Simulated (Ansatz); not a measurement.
Reaction (cleavage of the Si–Sn bond): `C[SiH2][SnH3]` + `S[SiH2][GaH2]` → `C[SiH2]S[SiH2][GaH2]` + `[SnH4]`

Isolated molecules relaxed with PBE0-D4/def2-TZVP in Ansatz; ΔE leaves out vibrations. CCSD(T)/CBS adds triple-zeta CCSD(T) − MP2 to the extrapolated MP2 energy (def2 sets, frozen cores). DFT in def2-TZVPP. HSE06 is defined as in plane-wave codes. Elements past krypton have def2 core potentials. For Ga, Sn outer-core shells are correlated without core-valence functions, which leaves a few kJ/mol of doubt a bond. Scalar relativity is left out up to krypton. Each species was taken in one conformer, which may not be the lowest.

CCSD(T)/CBS gives -10.7 kcal/mol.

Another level gave -11.4 kcal/mol. Which?
A. LC-ωPBE/def2-TZVPP
B. HSE06/def2-TZVPP
C. LDA (SPW92)/def2-TZVPP
D. PBE/def2-TZVPP

C. LDA (SPW92) -11.4, LC-ωPBE -10.1, HSE06 -8.4, PBE -7.3 kcal/mol.

Largest T1 diagnostic among the species: 0.013.

Leaving LDA and LC-ωPBE aside and taking each functional with its dispersion term where it has one, the values, not all of them listed here, spread over 3.6 kcal/mol, from B97M-V to B2PLYP. LDA lies −4.1 kcal/mol from PBE without D4. The D4 term adds −3.9 kcal/mol with B3LYP and −2.1 kcal/mol with PBE0; it sums over pairs of atoms, weighted by their polarisabilities, and B3LYP, whose exchange is more repulsive, gets the larger term.

B3LYP here is the variant with VWN-RPA as its local correlation; programs differ in this.
